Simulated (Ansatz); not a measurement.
Ansatz (a first-principles code) input file for C₂H₇NbO₂, SMILES [CH3][Nb]([CH3])(=[O])[OH], multiplicity 1, PBE-D3(BJ)/def2-SVP. 

Ansatz 0.2 input:
```yaml
crystal:
  periodic: [false, false, false]
  atoms:
    - {symbol: Nb, position_ang: [0.04926224, 0.06228154, -0.00000000]}
    - {symbol: O, position_ang: [1.74845378, 0.21360170, -0.00000000]}
    - {symbol: O, position_ang: [-0.83112722, 1.74531367, 0.00000002]}
    - {symbol: H, position_ang: [-0.52630143, 2.66132329, 0.00000002]}
    - {symbol: C, position_ang: [-0.46192876, -1.08683665, -1.76201473]}
    - {symbol: H, position_ang: [-0.02929903, -2.09937175, -1.65917784]}
    - {symbol: H, position_ang: [-1.55829475, -1.17784278, -1.86473078]}
    - {symbol: H, position_ang: [-0.05686514, -0.64486006, -2.68795902]}
    - {symbol: C, position_ang: [-0.46192875, -1.08683669, 1.76201472]}
    - {symbol: H, position_ang: [-0.05686512, -0.64486010, 2.68795902]}
    - {symbol: H, position_ang: [-1.55829475, -1.17784281, 1.86473079]}
    - {symbol: H, position_ang: [-0.02929903, -2.09937176, 1.65917781]}
basis:
  gaussian:
    orbitals: def2-SVP
hamiltonian:
  xc: pbe
  dispersion: d3bj
relax: {f_tol: 0.002, max_steps: 200}
```

Output:

```
WARN ansatz: RAYON_NUM_THREADS=1 ignored (pool sized by the plan → 1); use --threads N
Functional definition: PBE
integrals: 0.06 GiB planned
1285 factors; their error is unknown
mean field: 0.37 GiB planned
mean field evaluation 1: about -7798.9528 eV, gradient 1.1e2 eV
mean field evaluation 2: about -7573.6528 eV, gradient 3.1e2 eV
mean field evaluation 4: about -7822.6417 eV, gradient 3.3e1 eV
mean field evaluation 8: about -7824.6255 eV, gradient 3.6e0 eV
mean field evaluation 16: about -7824.6060 eV, gradient 7.1e-3 eV
mean field -7824.60596793 eV, -287.5489656129 hartree, gradient 3.2e-5 eV, S^2 0.000000; 0 other end points of the search recorded, 0 dependent functions left out
the calculation of the forces begins
reference -7824.60604628 eV, -287.5489684925 hartree; 24, 24 occupied and 98, 98 virtual orbitals, 1285 factors
relax step   1: F+E_penalty+E_count = -7824.85092994 eV  Δ(F+E_penalty+E_count) = +0.000e0 eV  max|allowed force component| = 5.102e-1 eV/Å  Δτ_max = 0.0000 Å  (34 SCF iters, accepted)
these checks for a lower state are left out or cut short: starts, cluster_reference, orbital_swaps, neighbouring_geometries, increment
integrals: 0.06 GiB planned
1285 factors; their error is unknown
mean field: 0.37 GiB planned
mean field -7824.61590396 eV, -287.5493307552 hartree, gradient 1.6e-5 eV, S^2 0.000000; 0 other end points of the search recorded, 0 dependent functions left out
the calculation of the forces begins
reference -7824.61598252 eV, -287.5493336424 hartree; 24, 24 occupied and 98, 98 virtual orbitals, 1285 factors
relax step   2: F+E_penalty+E_count = -7824.86044628 eV  Δ(F+E_penalty+E_count) = -9.516e-3 eV  max|allowed force component| = 8.097e-2 eV/Å  Δτ_max = 0.0178 Å  (35 SCF iters, accepted)
these checks for a lower state are left out or cut short: starts, cluster_reference, orbital_swaps, neighbouring_geometries, increment
integrals: 0.06 GiB planned
1285 factors; their error is unknown
mean field: 0.37 GiB planned
mean field evaluation 32: about -7824.6593 eV, gradient 8.2e-1 eV
mean field -7824.61720108 eV, -287.5493784237 hartree, gradient 1.7e-5 eV, S^2 0.000000; 0 other end points of the search recorded, 0 dependent functions left out
the calculation of the forces begins
reference -7824.61727962 eV, -287.5493813100 hartree; 24, 24 occupied and 98, 98 virtual orbitals, 1285 factors
relax step   3: F+E_penalty+E_count = -7824.86168481 eV  Δ(F+E_penalty+E_count) = -1.239e-3 eV  max|allowed force component| = 4.473e-2 eV/Å  Δτ_max = 0.0106 Å  (35 SCF iters, accepted)
these checks for a lower state are left out or cut short: starts, cluster_reference, orbital_swaps, neighbouring_geometries, increment
integrals: 0.06 GiB planned
1285 factors; their error is unknown
mean field: 0.37 GiB planned
mean field -7824.61751861 eV, -287.5493900927 hartree, gradient 1.7e-5 eV, S^2 0.000000; 0 other end points of the search recorded, 0 dependent functions left out
the calculation of the forces begins
reference -7824.61759716 eV, -287.5493929792 hartree; 24, 24 occupied and 98, 98 virtual orbitals, 1285 factors
relax step   4: F+E_penalty+E_count = -7824.86201521 eV  Δ(F+E_penalty+E_count) = -3.304e-4 eV  max|allowed force component| = 4.378e-2 eV/Å  Δτ_max = 0.0047 Å  (36 SCF iters, accepted)
these checks for a lower state are left out or cut short: starts, cluster_reference, orbital_swaps, neighbouring_geometries, increment
integrals: 0.06 GiB planned
1285 factors; their error is unknown
mean field: 0.37 GiB planned
mean field -7824.61713243 eV, -287.5493759008 hartree, gradient 1.7e-5 eV, S^2 0.000000; 0 other end points of the search recorded, 0 dependent functions left out
the calculation of the forces begins
reference -7824.61721100 eV, -287.5493787881 hartree; 24, 24 occupied and 98, 98 virtual orbitals, 1285 factors
relax step   5: F+E_penalty+E_count = -7824.86160714 eV  Δ(F+E_penalty+E_count) = +4.081e-4 eV  max|allowed force component| = 2.790e-1 eV/Å  Δτ_max = 0.0239 Å  (34 SCF iters, rejected (line search))
these checks for a lower state are left out or cut short: starts, cluster_reference, orbital_swaps, neighbouring_geometries, increment
integrals: 0.06 GiB planned
1285 factors; their error is unknown
mean field: 0.37 GiB planned
mean field -7824.61789523 eV, -287.5494039333 hartree, gradient 1.7e-5 eV, S^2 0.000000; 0 other end points of the search recorded, 0 dependent functions left out
the calculation of the forces begins
reference -7824.61797381 eV, -287.5494068209 hartree; 24, 24 occupied and 98, 98 virtual orbitals, 1285 factors
relax step   6: F+E_penalty+E_count = -7824.86245892 eV  Δ(F+E_penalty+E_count) = -4.437e-4 eV  max|allowed force component| = 1.162e-2 eV/Å  Δτ_max = 0.0117 Å  (35 SCF iters, accepted)
these checks for a lower state are left out or cut short: starts, cluster_reference, orbital_swaps, neighbouring_geometries, increment
integrals: 0.06 GiB planned
1285 factors; their error is unknown
mean field: 0.37 GiB planned
mean field evaluation 64: about -7824.6606 eV, gradient 6.9e-1 eV
mean field -7824.61798109 eV, -287.5494070883 hartree, gradient 1.7e-5 eV, S^2 0.000000; 0 other end points of the search recorded, 0 dependent functions left out
the calculation of the forces begins
reference -7824.61805967 eV, -287.5494099763 hartree; 24, 24 occupied and 98, 98 virtual orbitals, 1285 factors
relax step   7: F+E_penalty+E_count = -7824.86258516 eV  Δ(F+E_penalty+E_count) = -1.262e-4 eV  max|allowed force component| = 5.249e-3 eV/Å  Δτ_max = 0.0099 Å  (35 SCF iters, accepted)
these checks for a lower state are left out or cut short: starts, cluster_reference, orbital_swaps, neighbouring_geometries, increment
integrals: 0.06 GiB planned
1285 factors; their error is unknown
mean field: 0.37 GiB planned
mean field -7824.61800075 eV, -287.5494078112 hartree, gradient 2.2e-5 eV, S^2 0.000000; 0 other end points of the search recorded, 0 dependent functions left out
the calculation of the forces begins
reference -7824.61807934 eV, -287.5494106990 hartree; 24, 24 occupied and 98, 98 virtual orbitals, 1285 factors
relax step   8: F+E_penalty+E_count = -7824.86258954 eV  Δ(F+E_penalty+E_count) = -4.382e-6 eV  max|allowed force component| = 2.044e-3 eV/Å  Δτ_max = 0.0020 Å  (25 SCF iters, accepted)
these checks for a lower state are left out or cut short: starts, cluster_reference, orbital_swaps, neighbouring_geometries, increment
integrals: 0.06 GiB planned
1285 factors; their error is unknown
mean field: 0.37 GiB planned
mean field -7824.61799856 eV, -287.5494077306 hartree, gradient 1.7e-5 eV, S^2 0.000000; 0 other end points of the search recorded, 0 dependent functions left out
the calculation of the forces begins
reference -7824.61807714 eV, -287.5494106184 hartree; 24, 24 occupied and 98, 98 virtual orbitals, 1285 factors
relax step   9: F+E_penalty+E_count = -7824.86259052 eV  Δ(F+E_penalty+E_count) = -9.768e-7 eV  max|allowed force component| = 1.522e-3 eV/Å  Δτ_max = 0.0016 Å  (25 SCF iters, accepted)
these checks for a lower state are left out or cut short: starts, cluster_reference, orbital_swaps, neighbouring_geometries, increment
integrals: 0.06 GiB planned
1285 factors; their error is unknown
mean field: 0.37 GiB planned
mean field -7824.61799397 eV, -287.5494075620 hartree, gradient 2.0e-5 eV, S^2 0.000000; 0 other end points of the search recorded, 0 dependent functions left out
the calculation of the forces begins
reference -7824.61807255 eV, -287.5494104497 hartree; 24, 24 occupied and 98, 98 virtual orbitals, 1285 factors
relax step  10: F+E_penalty+E_count = -7824.86259124 eV  Δ(F+E_penalty+E_count) = -7.188e-7 eV  max|allowed force component| = 2.432e-3 eV/Å  Δτ_max = 0.0024 Å  (26 SCF iters, accepted)
these checks for a lower state are left out or cut short: starts, cluster_reference, orbital_swaps, neighbouring_geometries, increment
integrals: 0.06 GiB planned
1285 factors; their error is unknown
mean field: 0.37 GiB planned
mean field evaluation 96: about -7824.6180 eV, gradient 3.5e-4 eV
mean field -7824.61799613 eV, -287.5494076410 hartree, gradient 2.0e-5 eV, S^2 0.000000; 0 other end points of the search recorded, 0 dependent functions left out
the calculation of the forces begins
reference -7824.61807470 eV, -287.5494105285 hartree; 24, 24 occupied and 98, 98 virtual orbitals, 1285 factors
relax step  11: F+E_penalty+E_count = -7824.86259166 eV  Δ(F+E_penalty+E_count) = -4.284e-7 eV  max|allowed force component| = 1.602e-3 eV/Å  Δτ_max = 0.0016 Å  (24 SCF iters, accepted)
integrals: 0.06 GiB planned
1285 factors; their error is unknown
mean field: 0.37 GiB planned
mean field -7824.61799613 eV, -287.5494076410 hartree, gradient 2.0e-5 eV, S^2 0.000000; 1 other end points of the search recorded, 0 dependent functions left out
the calculation of the forces begins
reference -7824.61807470 eV, -287.5494105285 hartree; 24, 24 occupied and 98, 98 virtual orbitals, 1285 factors
Total energy: -7824.86267024 eV, -287.5583992488 hartree
Atom 0 at     0.023512     0.059452     0.000000 Å, force     0.001268    -0.001602     0.000000 eV/Å
Atom 1 at     1.729733     0.234463    -0.000000 Å, force    -0.000580     0.000349    -0.000000 eV/Å
Atom 2 at    -0.857550     1.748723     0.000000 Å, force     0.000292     0.000961    -0.000000 eV/Å
Atom 3 at    -0.488685     2.649995     0.000000 Å, force    -0.000421    -0.000051     0.000000 eV/Å
Atom 4 at    -0.460978    -1.084158    -1.770054 Å, force    -0.000288    -0.000204    -0.000689 eV/Å
Atom 5 at    -0.029751    -2.104500    -1.655309 Å, force     0.000458    -0.000251     0.000493 eV/Å
Atom 6 at    -1.562528    -1.176052    -1.894038 Å, force    -0.000355     0.000306     0.000036 eV/Å
Atom 7 at    -0.036492    -0.649257    -2.699300 Å, force    -0.000095     0.000320     0.000424 eV/Å
Atom 8 at    -0.460978    -1.084158     1.770054 Å, force    -0.000288    -0.000204     0.000689 eV/Å
Atom 9 at    -0.036492    -0.649258     2.699300 Å, force    -0.000095     0.000320    -0.000424 eV/Å
Atom 10 at    -1.562528    -1.176052     1.894038 Å, force    -0.000355     0.000306    -0.000036 eV/Å
Atom 11 at    -0.029751    -2.104500     1.655309 Å, force     0.000458    -0.000251    -0.000493 eV/Å
Dipole moment:    -0.372172     0.137529    -0.000000 e Å
```

The calculation finished and met its thresholds.

Cost: roughly 40 core-seconds.
